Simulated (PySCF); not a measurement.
PySCF input file for BeF2, SMILES [F][Be][F], B3LYP/pcJ-2. Geometry optimised at r2SCAN-D4/def2-TZVP. The isomer is the one that the SMILES or the coordinates give; other isomers of the formula were not compared.

```python
import numpy as np
from pyscf import gto, scf, dft
from pyscf.prop.ssc import rks as ssc

mol = gto.M(
    atom='''
    Be    0.00000000    0.00000000    0.00000000
    F     0.00000000    0.00000000   -1.38175111
    F     0.00000000    0.00000000    1.38175111
    ''',
    basis='pcJ-2',
    charge=0,
    spin=0,
    max_memory=1600,
    verbose=3,
)
mf = dft.RKS(mol, xc='b3lyp')
mf.grids.level = 3
mf.conv_tol = 1e-10
mf.max_cycle = 100
mf.kernel()
j = ssc.SSC(mf)
j.with_fcsd = True
j.max_cycle_cphf = 80
j.conv_tol = 1e-7
e11 = j.kernel()
```

It prints:

```
converged SCF energy = -214.709814799268
Reduced spin-spin coupling constant K (Hz)
               #0        #1        #2
        0 Be   0.00000
        1 F   17.61914   0.00000
        2 F   17.61589   2.17886   0.00000
Spin-spin coupling constant J (Hz)
               #0        #1        #2
        0 Be   0.00000
        1 F  -72.71524   0.00000
        2 F  -72.70183  60.23208   0.00000
```

The calculation finished and met its thresholds.

Cost: around 23 core-seconds (rough).
